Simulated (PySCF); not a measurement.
[Nd(H2O)4]3+: from a saddle point downhill

PySCF 2.14.0, RKS PBE, Nd lcecp-1-SVP with ECP49, O def2-SVP, H def2-SVP; non-relativistic Hamiltonian with scalar-relativistic core potentials where named; density fitting; no spin-orbit coupling. Relaxed within the symmetry of its start, the geometry (D2d) is

```xyz
13

Nd    0.0000    0.0000    0.0000
O     1.3569    1.3663    1.3663
H     1.7312    1.1649    2.2648
H     1.7312    2.2648    1.1649
O    -1.3569   -1.3663    1.3663
H    -1.7312   -1.1649    2.2648
H    -1.7312   -2.2648    1.1649
O     1.3569   -1.3663   -1.3663
H     1.7312   -2.2648   -1.1649
H     1.7312   -1.1649   -2.2648
O    -1.3569    1.3663   -1.3663
H    -1.7312    2.2648   -1.1649
H    -1.7312    1.1649   -2.2648
```

and its lowest harmonic modes are -151, -81, -81, -29, 36, 50 cm⁻¹ (negative: unstable). It was moved along the lowest mode and relaxed again, within the group S4 that the move left.

(1) Where does it end, and how much lower?

(2) How do the contacts change?

(3) Is the end a minimum?

An lcecp potential fixes the number of 4f electrons, so in runs with it no electron can move into or out of that shell.

State: singlet in the valence, with the 4f electrons in the core potential.

Answers

(1) In S4, 0.054 eV lower, after 17 steps:
```xyz
13

Nd    0.0000    0.0000    0.0000
O     1.4115    1.3692    1.3039
H     2.2202    1.1064    1.8186
H     1.3492    2.3481    1.4653
O    -1.4112   -1.3041    1.3692
H    -1.3495   -1.4650    2.3480
H    -2.2202   -1.8186    1.1064
O     1.4115   -1.3692   -1.3039
H     1.3492   -2.3481   -1.4653
H     2.2202   -1.1064   -1.8186
O    -1.4112    1.3041   -1.3692
H    -2.2202    1.8186   -1.1064
H    -1.3495    1.4650   -2.3480
```

(2) 
```
      contact  saddle (Å)  end (Å)
 Nd1–O2 (H2O)       2.361    2.359
 Nd1–O5 (H2O)       2.361    2.359
 Nd1–O8 (H2O)       2.361    2.359
Nd1–O11 (H2O)       2.361    2.359
```


(3) Yes, as far as the noise of the softest modes lets one tell (those above −25 cm⁻¹ count as noise); lowest modes 9, 22, 34, 55, 58, 93 cm⁻¹.
